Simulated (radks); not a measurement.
The numbers below are computed, except where a source is named.
Question: Er III, 66 electrons, occupied as [Xe] 4f12. Code: a radial shooting solver on a logarithmic mesh with Libxc functionals. Model: Dirac Kohn-Sham, exchange-only B88, spin-unpolarised, spherical densities, point nucleus; open shells are shared between the two j in proportion to 2j + 1. Some entries of the table are withheld. Estimate them.

orbital,occ.,eigenvalue (eV),r(max) (bohr)
1s1/2,2,-57328.64,0.01285
2s1/2,2,-9636.350,0.07340
2p1/2,2,-9178.779,0.05511
2p3/2,4,-8261.516,0.06134
3s1/2,2,-2168.928,0.2074
3p1/2,2,-1968.264,0.1950
3p3/2,4,-1775.625,0.2080
3d3/2,4,-1432.583,0.1642
3d5/2,6,-1390.480,0.1678
4s1/2,2,-438.1100,0.4742
4p1/2,2,-357.9581,0.4764
4p3/2,4,-314.5813,0.5041
4d3/2,4,-182.7349,0.5068
4d5/2,6,-174.8560,0.5158
5s1/2,2,-64.9985,1.114
5p1/2,2,-43.4155,1.217
5p3/2,4,-38.0345,1.304
4f5/2,5.14286,-16.8007,(1)
4f7/2,6.85714,-15.7158,(2)
6s1/2,0,-14.3110,2.992
5d3/2,0,-12.8278,1.893
5d5/2,0,-12.4943,1.948
6p1/2,0,-10.3769,3.614
6p3/2,0,-9.7749,3.848

Answer: 
(1) 4f5/2 r(max) (bohr): 0.5064
(2) 4f7/2 r(max) (bohr): 0.5118
